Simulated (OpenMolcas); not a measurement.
**Al⁺: effect of the basis set**

| Quantity | Value |
| --- | --- |
| Program | OpenMolcas |
| Method | CASSCF |
| Active space | 2 electrons in 4 orbitals (3s 3p) |
| State averaging | 2S+1 = 3 even, 3 roots; 2S+1 = 1 even, 7 roots; 2S+1 = 3 odd, 3 roots; 2S+1 = 1 odd, 3 roots |
| Spin-orbit coupling | state interaction with AMFI integrals over the reference wave functions, term energies averaged over their components |

A. ANO-R1 [4s3p1d], X2C, finite nucleus; cost of the order of 11 core-seconds
B. ANO-L-VTZP [5s4p2d1f], non-relativistic, point nucleus; cost of the order of 11 core-seconds
C. ANO-RCC-VTZP [5s4p2d1f], DKH2, point nucleus; cost about 8 core-seconds
D. ANO-R2 [5s5p3d1f], X2C, finite nucleus; cost of the order of 11 core-seconds
E. ANO-RCC-VQZP [6s5p3d2f1g], DKH2, point nucleus; cost of the order of 8 core-seconds
F. ANO-R3 [6s5p4d2f1g], X2C, finite nucleus; cost about 12 core-seconds

Energies in cm⁻¹ above 3s² ¹S₀, the measured ground level; measured values from NIST Handbook of Basic Atomic Spectroscopic Data.

```
     Level       A       B       C       D       E       F  Measured
   3s² ¹S₀     0.0     0.0     0.0     0.0     0.0     0.0       0.0
3s 3p ³P°₀   37454   35804   36051   36168   36010   36110     37393
3s 3p ³P°₁   37505   35853   36102   36220   36061   36162     37454
3s 3p ³P°₂   37606   35951   36204   36324   36164   36266     37578
3s 3p ¹P°₁   66201   66431   66633   66859   66625   66712     59852
   3p² ³P₀   96060   92582   93141   93246   93079   93263     94085
   3p² ³P₁   96111   92629   93191   93297   93129   93314     94147
   3p² ³P₂   96211   92722   93289   93397   93227   93414     94269
   3p² ¹D₂  103535  101245  101739  101872  101734  101889     85481
   3p² ¹S₀  120170  120826  121164  121265  121212  121290    111637
```

Deviations, from unrounded energies. A percentage is the sum of absolute deviations over the sum of measured energies, with the sign that they share, or ± where signs differ.

| Against measurement | Levels | A | B | C | D | E | F |
| --- | --- | --- | --- | --- | --- | --- | --- |
| mean absolute deviation (cm-1) | 9 | 4300 | 4500 | 4400 | 4400 | 4400 | 4400 |
| other configurations (%) | 9 | +6.0 | ±6.3 | ±6.1 | ±6.0 | ±6.1 | ±6.0 |

A, B, C, D, E, F lie about equally close to measurement. The largest miss of A in the table is 3p² ¹D₂, by +18000 cm-1. The ranking rests on the paired levels alone, and a cruder setting can come out closer through cancelling errors.

Among A to F the level of the table that moves most is 3p² ³P₂, by 3500 cm-1 (lowest in B, highest in A).

Without dynamic correlation excited terms often stand tens of per cent too high (terms of higher spin than the ground term too low), and those without a measured partner can miss by more than the paired ones. The ¹D term of p² mixes with s d, which this space lacks. Computed and measured levels are paired by configuration, term and J; levels that our copy of the source lacks, or whose pairing is in doubt (as where it misses far off the trend of its configuration), stay unpaired and out of the deviations. Levels of configurations outside the active space are missing.

° marks odd parity.
